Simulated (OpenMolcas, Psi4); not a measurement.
BSiH3OF2 (SMILES FB(F)O[SiH3]): the vertical ionisation energy from total energies

BSiH3OF2 has 8 atoms, charge 0, and is taken as a singlet. SMILES: `FB(F)O[SiH3]`. Geometry: relaxed at PBE0-D4/def2-TZVP.

Both states at this one shape; open shells run unrestricted unless said. 1 Eh = 27.2114 eV.

```tsv
level	program	singlet BSiH3OF2 (Eh)	doublet [BSiH3OF2]+ (Eh)
HF/cc-pVDZ	Psi4	-589.333033	-588.888081
SVWN5/cc-pVDZ	OpenMolcas	-588.004680	-587.584180
M06-L/cc-pVDZ	OpenMolcas	-591.231604	-590.803959
MP2/cc-pVDZ, 9 core orbitals frozen	Psi4	-590.063050	-589.611707
```

Problem. Work out the vertical ionisation energy at each level.

Solution. 
1. HF/cc-pVDZ: -588.888081 − (-589.333033) = 0.444952 Eh = 12.11 eV.
2. SVWN5/cc-pVDZ: -587.584180 − (-588.004680) = 0.420500 Eh = 11.44 eV.
3. M06-L/cc-pVDZ: -590.803959 − (-591.231604) = 0.427645 Eh = 11.64 eV.
4. MP2/cc-pVDZ: -589.611707 − (-590.063050) = 0.451343 Eh = 12.28 eV.

No measured value is set beside it here; the levels span 11.44 to 12.28 eV.
